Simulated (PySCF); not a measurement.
Compound: 4-tert-butyltoluene, C11H16.
SMILES with atom numbers: `[CH3:1][c:2]1[cH:3][cH:4][c:5]([C:6]([CH3:7])([CH3:8])[CH3:9])[cH:10][cH:11]1` (hydrogens: H12, H13, H14 on C1; H15 on C3; H16 on C4; H17, H18, H19 on C7; H20, H21, H22 on C8; H23, H24, H25 on C9; H26 on C10; H27 on C11)

Method: PBE0-D3(BJ)/def2-SVP geometry optimisation, gas phase in PySCF; density fitting, grid level 1; the optimiser is geomeTRIC in internal coordinates, started from a GFN2-xTB structure with every atom displaced at random (about 0.01 Å).

The end geometry, which sets the zero of energy:
```
atom  x, y, z in Å
C1      3.9640   -0.1933    0.3839
C2      2.4646   -0.1260    0.3685
C3      1.6970   -0.8132    1.3110
C4      0.3031   -0.7758    1.2800
C5     -0.3863   -0.0480    0.3052
C6     -1.9132    0.0185    0.2355
C7     -2.3810   -0.5523   -1.1112
C8     -2.3639    1.4811    0.3573
C9     -2.5762   -0.7836    1.3558
C10     0.3891    0.6425   -0.6378
C11     1.7785    0.6065   -0.6076
H12     4.3280   -1.0463   -0.2136
H13     4.3518   -0.3223    1.4051
H14     4.4134    0.7164   -0.0402
H15     2.1975   -1.3916    2.0931
H16    -0.2471   -1.3293    2.0418
H17    -2.0529   -1.5964   -1.2294
H18    -1.9796    0.0229   -1.9589
H19    -3.4805   -0.5276   -1.1800
H20    -2.0418    1.9118    1.3179
H21    -3.4621    1.5519    0.3000
H22    -1.9463    2.1056   -0.4462
H23    -3.6709   -0.7029    1.2734
H24    -2.3174   -1.8521    1.3021
H25    -2.2895   -0.4094    2.3506
H26    -0.1014    1.2296   -1.4184
H27     2.3457    1.1632   -1.3593
```

Question: These geometries come from the run, each turned onto the end geometry. Order them by energy, lowest first.
A.
```
atom  x, y, z in Å
C1      3.9652   -0.1852    0.3889
C2      2.4673   -0.1344    0.3620
C3      1.7047   -0.8227    1.3009
C4      0.2953   -0.7825    1.2747
C5     -0.3847   -0.0492    0.3058
C6     -1.9110    0.0205    0.2387
C7     -2.3880   -0.5462   -1.1044
C8     -2.3637    1.4813    0.3560
C9     -2.5726   -0.7822    1.3576
C10     0.3915    0.6380   -0.6429
C11     1.7794    0.5994   -0.6135
H12     4.3460   -1.0454   -0.2016
H13     4.3338   -0.3003    1.4282
H14     4.4085    0.7247   -0.0318
H15     2.1955   -1.4040    2.0827
H16    -0.2400   -1.3397    2.0390
H17    -2.0492   -1.5893   -1.2355
H18    -2.0026    0.0389   -1.9549
H19    -3.4868   -0.5339   -1.1624
H20    -2.0416    1.9210    1.3149
H21    -3.4602    1.5519    0.2947
H22    -1.9472    2.1009   -0.4577
H23    -3.6668   -0.6898    1.2777
H24    -2.3240   -1.8519    1.2926
H25    -2.2733   -0.4180    2.3578
H26    -0.1017    1.2241   -1.4203
H27     2.3490    1.1539   -1.3685
```
B.
```
atom  x, y, z in Å
C1      3.9589   -0.2034    0.3918
C2      2.4586   -0.1240    0.3691
C3      1.6810   -0.8062    1.3071
C4      0.2902   -0.7694    1.2739
C5     -0.3837   -0.0373    0.2919
C6     -1.9105    0.0207    0.2315
C7     -2.3825   -0.5558   -1.1124
C8     -2.3690    1.4812    0.3584
C9     -2.5568   -0.7860    1.3595
C10     0.3963    0.6545   -0.6482
C11     1.7842    0.6144   -0.6128
H12     4.3195   -1.0583   -0.1988
H13     4.3457   -0.3322    1.4095
H14     4.4168    0.7030   -0.0350
H15     2.1767   -1.3875    2.0921
H16    -0.2698   -1.3217    2.0332
H17    -2.0427   -1.5940   -1.2343
H18    -1.9965    0.0244   -1.9629
H19    -3.4835   -0.5449   -1.1704
H20    -2.0428    1.9122    1.3161
H21    -3.4687    1.5442    0.3098
H22    -1.9624    2.1099   -0.4449
H23    -3.6529   -0.7122    1.2937
H24    -2.2919   -1.8533    1.3026
H25    -2.2602   -0.4116    2.3487
H26    -0.0898    1.2444   -1.4305
H27     2.3581    1.1685   -1.3599
```
C.
```
atom  x, y, z in Å
C1      3.9698   -0.1862    0.3777
C2      2.4684   -0.1321    0.3703
C3      1.7057   -0.8197    1.3132
C4      0.3063   -0.7821    1.2830
C5     -0.3890   -0.0553    0.3152
C6     -1.9153    0.0183    0.2379
C7     -2.3796   -0.5503   -1.1112
C8     -2.3609    1.4831    0.3553
C9     -2.5889   -0.7810    1.3549
C10     0.3866    0.6357   -0.6296
C11     1.7745    0.6005   -0.6031
H12     4.3405   -1.0402   -0.2156
H13     4.3623   -0.3050    1.3995
H14     4.4096    0.7255   -0.0523
H15     2.2028   -1.4004    2.0960
H16    -0.2343   -1.3400    2.0487
H17    -2.0463   -1.5926   -1.2348
H18    -1.9812    0.0295   -1.9574
H19    -3.4791   -0.5313   -1.1809
H20    -2.0435    1.9163    1.3162
H21    -3.4583    1.5586    0.2889
H22    -1.9365    2.1039   -0.4481
H23    -3.6825   -0.6889    1.2710
H24    -2.3409   -1.8519    1.2973
H25    -2.2995   -0.4144    2.3520
H26    -0.1071    1.2229   -1.4081
H27     2.3387    1.1571   -1.3573
```
D.
```
atom  x, y, z in Å
C1      3.9609   -0.2064    0.3902
C2      2.4375   -0.1293    0.3619
C3      1.6677   -0.8110    1.2956
C4      0.3377   -0.7712    1.2724
C5     -0.3815   -0.0597    0.2939
C6     -1.9006    0.0216    0.2342
C7     -2.3554   -0.5518   -1.1110
C8     -2.3234    1.4869    0.3598
C9     -2.5737   -0.7794    1.3722
C10     0.3829    0.6277   -0.6280
C11     1.7572    0.5930   -0.6018
H12     4.2974   -1.0220   -0.2052
H13     4.2805   -0.3029    1.3910
H14     4.3526    0.7309   -0.0229
H15     2.1832   -1.3895    2.0759
H16    -0.2324   -1.3084    2.0402
H17    -2.0225   -1.5658   -1.2280
H18    -1.9848    0.0389   -1.9357
H19    -3.4539   -0.5453   -1.1640
H20    -2.0036    1.9096    1.3060
H21    -3.4412    1.5484    0.3410
H22    -1.9435    2.0643   -0.4606
H23    -3.6454   -0.6860    1.2386
H24    -2.3182   -1.8361    1.2816
H25    -2.2713   -0.4185    2.3358
H26    -0.1086    1.2195   -1.4137
H27     2.3246    1.1223   -1.3407
```

Answer: C (0.003 eV), B (0.006 eV), A (0.013 eV), D (0.320 eV).

In the order of the answer:

| step | E above end (eV) | largest force (eV/Å) | rms force component (eV/Å) | rms distance from end (Å) | rms bond change (Å) | bond most changed (Å) |
| --- | --- | --- | --- | --- | --- | --- |
| 2 | 0.003 | 0.24 | 0.045 | 0.012 | 0.001 | C3–C4 +0.006 |
| 3 | 0.006 | 0.23 | 0.056 | 0.017 | 0.002 | C1–H13 -0.004 |
| 1 | 0.013 | 0.86 | 0.154 | 0.015 | 0.005 | C3–C4 +0.015 |
| 0 | 0.320 | 3.73 | 0.793 | 0.036 | 0.023 | C3–C4 -0.064 |

What follows is the cost of the whole optimisation. Time: 2.7 min wall, 6.4 min CPU; peak memory 1.6 GiB. Hardware: 2 threads, Intel Xeon Platinum 8488C (x86_64), shared host with 96 logical CPUs at a one-minute load of 62.
